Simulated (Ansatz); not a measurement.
`[OH][Ge][Cl]` + dimethylamine → `C[N](C)[Ge][Cl]` + H₂O at 700 K and 1 bar (ligand exchange at a Ge–O bond).

Gas-phase electronic energies from Ansatz, PBE0-D4/def2-TZVP geometries. CCSD(T)/CBS adds triple-zeta CCSD(T) − MP2 to the extrapolated MP2 energy (def2 sets, frozen cores). This one scheme is used for every species. For Ge outer-core shells are correlated without core-valence functions, which leaves a few kJ/mol of doubt a bond. Scalar relativity is left out up to krypton. One conformer a species, not always the lowest.

```
          species  CCSD(T)/CBS energy (Eh)  H − E (kJ/mol)  S (J/(mol·K))
   `[OH][Ge][Cl]`              -2611.73425            78.6          348.6
            `CNC`               -135.00321           296.9          352.4
`C[N](C)[Ge][Cl]`              -2670.35761           295.9          469.4
              H₂O                -76.37941            80.5          218.4
```

H − E and S are ideal-gas, rigid-rotor, harmonic terms from PBE0-D4/def2-TZVP, for one conformer and one mirror image of each species. 1 Eh = 2625.50 kJ/mol, R = 8.31446 J/(mol·K).

Q: By hand: ΔE, ΔH, ΔS and ΔG.

A: ΔE = (-2670.35761) + (-76.37941) − (-2611.73425) − (-135.00321) = 0.00044 Eh = 1.2 kJ/mol. Δ(H − E) = 295.9 + 80.5 − 78.6 − 296.9 = 0.9, so ΔH = 2.1 kJ/mol. ΔS = 469.4 + 218.4 − 348.6 − 352.4 = -13.2 J/(mol·K). ΔG = 2.1 − 700 × (-13.2)/1000 = 11.3 kJ/mol.

Q: By hand: the equilibrium constant, and the temperature at which ΔG would vanish if ΔH and ΔS stayed fixed.

A: log₁₀ K = −ΔG/(RT ln 10) = -0.8. ΔH and −TΔS have one sign here, so there is no such temperature. One of them is within its doubt of zero, so this could turn.

TΔS isn't small against ΔH here. A doubt of 5 kJ/mol in ΔE shifts log₁₀ K by 0.4 here. Other conformers and mirror images would add mixing entropy, several J/(mol·K) or more a flexible species. These are equilibria of isolated gas molecules and say nothing of rates. Largest T1 diagnostic: 0.014 (customary marks: 0.02 for closed shells, 0.045 for open ones).
